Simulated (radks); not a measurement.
Task: Spherical quantum dot in the effective-mass picture: electrons in a parabolic well V = omega^2 r^2 / 2 with omega = 0.427, all in effective atomic units (hartree* = m*/eps^2 hartree, bohr* = eps/m* bohr), one dielectric constant everywhere. Method: non-relativistic Kohn-Sham, PBEsol, spin-polarised, spherical densities; computed with a radial shooting solver with Libxc functionals. Levels are named by radial order and angular momentum (1s, 1p, 1d, 2s, ...), and open shells are averaged over m. At N = 16 the configuration is 1s2 1p6 1d(up 5, down 3). Does electron 17 go into 2s down or 2s up or 1d down?

Result: Into 1d down. The total energies of the other choices lie higher by 0.0397 hartree* (2s up), 0.0495 hartree* (2s down).
